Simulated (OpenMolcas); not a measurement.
## What dynamic correlation does to the levels of Nb3+

* Program: OpenMolcas
* Basis: ANO-RCC-VDZ [6s5p3d]
* Scalar Hamiltonian: DKH4, point nucleus
* Active space: 2 electrons in 10 orbitals (4d 5d)
* State averaging: 2S+1 = 3 even, 10 roots; 2S+1 = 1 even, 15 roots
* Spin-orbit coupling: RASSI with atomic mean-field integrals over the reference wave functions, term energies averaged over their components

Methods on the same reference wave functions:
A. CASSCF
B. SS-CASPT2, IPEA 0.25 Eh, imaginary shift 0.1 Eh (closed shells correlated: 4s 4p)

Energies in cm⁻¹ above 4d² ³F₂.

```tsv
Level	A	B
4d² ³F₂	0.0	0.0
4d² ³F₃	1098	1123
4d² ³F₄	2405	2430
4d² ¹D₂	10915	8680
4d² ³P₀	12012	10250
4d² ³P₁	12434	10690
4d² ³P₂	13505	11680
4d² ¹G₄	16503	16240
4d² ¹S₀	38436	32430
```

From A to B the spin-free energies of the other terms of 4d² shown, above ³F, scale by factors of 0.76 to 0.98.

The lowest spin-free term lies below A's lowest term by 0.091 hartree in B.

Term energies are means over components that CASPT2 splits; among the terms shown or strongly mixed into the levels shown the widest spread is 200 cm-1 (4d² ³F, B). Active for correlation alone: 5d; no level in the range computed is led by a configuration that fills it, so any true level of that kind is missing. The basis is small and was not contracted for so high a charge. Without dynamic correlation excited terms often stand tens of per cent too high (terms of higher spin than the ground term too low), and those without a measured partner can miss by more than the paired ones (holds for A). Only configurations of the active space appear.
